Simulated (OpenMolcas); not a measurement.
# Ne IV: Slater's ratio, worked from levels

```yaml
Program: OpenMolcas
Basis: ANO-RCC-VQZP [5s4p3d2f1g]
Scalar_Hamiltonian: DKH2, point nucleus
Active_space: 5 electrons in 8 orbitals (2s 2p 3s 3p)
State_averaging: 2S+1 = 4 odd, 1 root; 2S+1 = 2 odd, 8 roots; 2S+1 = 4 even, 3 roots; 2S+1 = 2 even, 6 roots
Spin-orbit_coupling: RASSI with atomic mean-field integrals over the reference wave functions, term energies averaged over their components
```

Methods: CASSCF; SS-CASPT2, IPEA 0.25 Eh, imaginary shift 0.1 Eh (closed shells correlated: 1s).

**Slater's ratio.** With one set of orbitals, p3 has ²D° - ⁴S° = 9 F2 and ²P° - ²D° = 6 F2 (F2 = F²/25), a ratio of 2/3. Term energies are centres of gravity, weighted by 2J + 1.

```json
{"Source": "CASSCF", "²D° - ⁴S°": "45179", "²P° - ⁴S°": "61780", "F2 from the first": "5020", "Ratio": "0.367"}
{"Source": "SS-CASPT2", "²D° - ⁴S°": "41922", "²P° - ⁴S°": "62925", "F2 from the first": "4658", "Ratio": "0.501"}
```

Energies in cm-1. A ratio away from 2/3 shows effects beyond one configuration with one set of orbitals, and in heavier atoms second-order spin-orbit shifts. In CASSCF the valence s occupation is 1.95 in ²P° against 2.00 in ²D°: mixing out of s² acts most on ²P° and pulls it down.

CASPT2 does not keep the components of a term degenerate, so their means are used; among the terms shown or strongly mixed into the levels shown the widest spread is 53 cm-1 (2s² 2p³ ²D°, SS-CASPT2). Active for correlation alone: 3p 3s; no level in the range computed is led by a configuration that fills them, so any true level of that kind is missing. Only configurations of the active space appear.

° marks odd parity.
